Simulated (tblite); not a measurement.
hydrogen bromide (HBr), singlet, at a GFN2-xTB geometry; tblite with IPEA1-xTB.

The tblite input:
```
$ tblite run mol.xyz --method ipea1 --charge 0 --spin 0 --json tblite.json --no-restart

# file mol.xyz
2

Br    -0.00000000    -0.00000000    -0.03893503
H      0.00000000     0.00000000     1.36272591
```

It wrote (shortened):

```
xTB calculator
 | screened Coulomb repulsion
 | Coulomb electrostatics
 |  * isotropic Klopman-Ohno-Mataga-Nishimoto electrostatics
 |  * onsite third-order electrostatics
 | DFT-D3(BJ) dispersion correction

halogen bonding energy    0.0000000000000E+00 Eh
repulsion energy          1.9752247414449E-02 Eh
dispersion energy        -1.3576409283998E-04 Eh
number of electrons       8.0000000000000E+00 e
integral cutoff           4.0000000000000E+01 bohr

------------------------------------------------------------
  cycle        total energy    energy error   density error
------------------------------------------------------------
      1     -4.438230425997  -4.4578469E+00   2.1006963E-01
      2     -4.450206219779  -1.1975794E-02   6.2231052E-02
      3     -4.450209429792  -3.2100125E-06   2.9416577E-02
      4     -4.450209763025  -3.3323311E-07   1.6064778E-04
      5     -4.450209781122  -1.8097019E-08   1.0091976E-05
------------------------------------------------------------

electronic energy        -4.4698262644434E+00 Eh
total energy             -4.4502097811218E+00 Eh

Post processing:
 | Mayer-Wiberg bond orders

[Info] JSON dump of results written to 'tblite.json'
```
